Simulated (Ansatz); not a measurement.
Consider the formal loss of a carbene: `OC(CF)C(F)F` → `[CH]F` + `OC(F)CF`.

Gas-phase electronic energies from Ansatz, PBE0-D4/def2-TZVP geometries. CCSD(T)/CBS adds triple-zeta CCSD(T) − MP2 to the extrapolated MP2 energy (def2 sets, frozen cores). This one scheme is used for every species. Functionals use def2-TZVPP. One conformer a species, not always the lowest.

```tsv
species	BLYP-D4 energy (Eh)
`OC(CF)C(F)F`	-492.21051
`[CH]F`	-138.45083
`OC(F)CF`	-353.62394
```

Q: Work out ΔE.

A: ΔE = (-138.45083) + (-353.62394) − (-492.21051) = 0.13574 Eh = +3.69 eV. CCSD(T)/CBS gives +3.90 eV.

Largest T1 diagnostic among the species: 0.018.

The D4 term adds +0.12 eV with B3LYP and +0.07 eV with PBE0; it sums over pairs of atoms, weighted by their polarisabilities, and B3LYP, whose exchange is more repulsive, gets the larger term. From BLYP to BHLYP (50 % exact exchange), in def2-TZVPP and without D4, ΔE moves by +0.32 eV.

B3LYP here is the variant with VWN-RPA as its local correlation; programs differ in this.
